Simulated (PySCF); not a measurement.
Geometry:
```json
{"atom": "Al1", "x (Å)": "0.558", "y (Å)": "-0.576", "z (Å)": "1.549"}
{"atom": "F2", "x (Å)": "1.075", "y (Å)": "-1.162", "z (Å)": "3.001"}
{"atom": "O3", "x (Å)": "-1.092", "y (Å)": "-0.395", "z (Å)": "1.172"}
{"atom": "Al4", "x (Å)": "-1.690", "y (Å)": "0.150", "z (Å)": "-0.325"}
{"atom": "F5", "x (Å)": "-3.304", "y (Å)": "0.256", "z (Å)": "-0.647"}
{"atom": "O6", "x (Å)": "-0.503", "y (Å)": "0.561", "z (Å)": "-1.472"}
{"atom": "Al7", "x (Å)": "1.175", "y (Å)": "0.429", "z (Å)": "-1.223"}
{"atom": "F8", "x (Å)": "2.274", "y (Å)": "0.796", "z (Å)": "-2.396"}
{"atom": "O9", "x (Å)": "1.641", "y (Å)": "-0.129", "z (Å)": "0.315"}
```

Geometry: PBE0-D3(BJ)/def2-SVP; GIAO absolute shieldings from PySCF, gas phase, non-relativistic, averaged over equivalent atoms.

At PBE0/pcSseg-1 (pcSseg-2 on Al) (231 basis functions, 30 s wall time on 1 thread of an Arm Neoverse V2, shared host):
| atoms | σ (ppm) |
| --- | --- |
| Al1/Al4/Al7 | 476.7 |
| F2/F5/F8 | 379.0 |
| O3/O6/O9 | 281.2 |

Q: Predict the values at PBE/pcSseg-1 (pcSseg-2 on Al) on the same geometry.

A: 
```tsv
atoms	σ at PBE/pcSseg-1 (pcSseg-2 on Al)	change
Al1/Al4/Al7	461.7	-15.0
F2/F5/F8	366.3	-12.7
O3/O6/O9	268.9	-12.3
```

The largest change is at Al1/Al4/Al7 (aluminium bonded to F, 2 O). Cost: 231 basis functions, 31 s wall time on 1 thread of an Arm Neoverse V2, shared host.
